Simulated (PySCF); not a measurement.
Run record: geometry optimisation, SbH2Me, `[SbH2][CH3]`.

Method: PBE0-D3(BJ)/def2-SVP geometry optimisation, gas phase, def2 core potentials past Kr (PySCF 2.14.0). Start geometry: GFN2-xTB. The input is one job of a driver script: a line of settings, then coordinates in Å.

Input:
```
{"job": {"xc": "PBE0", "basis": "def2-SVP", "d3": "d3bj", "grid": 1, "maxiter": 40, "kind": "geom"}, "charge": 0, "multiplicity": 1}
Sb     0.481680     0.855550     1.018360
H      1.866950     0.859560     0.037930
H     -0.182310     2.048230     0.009780
C     -0.424670    -0.735470    -0.124450
H      0.063880    -1.674370     0.109640
H     -0.331280    -0.537570    -1.185660
H     -1.474250    -0.815930     0.134400
```

Output:
```
step   0  E = -281.26132281  max force = 0.009884
step   1  E = -281.26225178  max force = 0.004180
step   2  E = -281.26235367  max force = 0.000609
step   3  E = -281.26235911  max force = 0.000160
optimisation converged
```

Energies in Eh; «max force» is the largest Cartesian gradient component in Eh/bohr.

Problem. How much energy does the optimisation release, in kcal/mol?

Solution. E(step 0) − E(last step) = 0.001036 Eh, which is 0.7 kcal/mol.

In short: final energy -281.26236 Eh after 3 steps; dipole 0.69 D.

Problem. Give the final coordinates.

Solution. 0.037 Å rms from the input after alignment:
```
atom  x, y, z in Å
Sb1    0.4880    0.8624    1.0043
H2     1.9180    0.8671    0.0515
H3    -0.1997    2.0987    0.0288
C4    -0.4326   -0.7480   -0.1349
H5     0.0654   -1.6935    0.1209
H6    -0.3457   -0.5665   -1.2133
H7    -1.4933   -0.8201    0.1427
```

Problem. How long does this job take on one thread, Arm Neoverse V2, on a shared host?

Solution. About 5.6 s.
Labels such as C1 count atoms from 1, the log's own numbers from 0.
